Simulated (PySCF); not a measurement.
These are TPSSh-D3(BJ)/def2-TZVP // CAM-B3LYP-D3(BJ)/def2-TZVP (PySCF) values and carry that method's errors. Isolated molecules, 0 K electronic values unless said otherwise. One relaxed conformer stands for a flexible species; it need not be the lowest. Delta-SCF ions had no search for a lower state. 

Reference species (SMILES): `[OH][AlH2]` (neutral, multiplicity 1).

S1 oscillator strength: 0.000
HOMO: -7.76 eV
vertical ionisation energy (Delta-SCF): 10.73 eV
LUMO: -1.20 eV

Changed species: `[OH][Al]([OH])[OH]` (0 of 3 OH replaced by H; the reference has 2 of 3 OH replaced by H).

What does the change do to the S1 oscillator strength, HOMO, vertical ionisation energy (Delta-SCF) and LUMO?

the S1 oscillator strength hardly moves; the HOMO drops by 0.29 eV, to -8.05 eV; the vertical ionisation energy (Delta-SCF) increases by 0.21 eV, to 10.94 eV; the LUMO increases by 0.51 eV, to -0.69 eV.
